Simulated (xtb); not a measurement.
Pb(OMe)(NH2) (CH₅NOPb), SMILES C[O][Pb][NH2] (connectivity only; charge and spin as stated), neutral, multiplicity 1. All values are semi-empirical tight-binding results from xtb (GFN2-xTB unless named), good for trends rather than for accurate numbers. Geometry: GFN2-xTB. The structure was generated by enumeration; whether it is a known compound was not checked. The values are those of a single conformer.

Optimised geometry:

```xyz
9

Pb    -0.1513     0.0999     0.4463
O      1.5395    -0.0112    -0.8622
C      1.7699    -0.3569    -2.1796
H      0.9100    -0.1414    -2.8286
H      2.6351     0.2037    -2.5586
H      1.9953    -1.4294    -2.2649
N     -1.6886    -0.4748    -0.9122
H     -1.5727    -0.7264    -1.8799
H     -2.6725    -0.5408    -0.7061
```
Charge 0, spin multiplicity 1.

For metal compounds this method's bond lengths and energies can be far off.

- orbital gap = 3.02 eV
- zero-point energy = 39.4 kcal/mol
- G − E(el) at 298.15 K (modified RRHO) = 18.6 kcal/mol

Computed atomic charges and the Wiberg bond orders between heavy atoms:
charges (e) Pb1 0.63, O2 -0.53, C3 0.08, H4 0.00, H5 0.02, H6 0.01, N7 -0.49, H8 0.14, H9 0.13. Bond orders Pb1–O2 0.87, O2–C3 1.03, Pb1–N7 1.16.
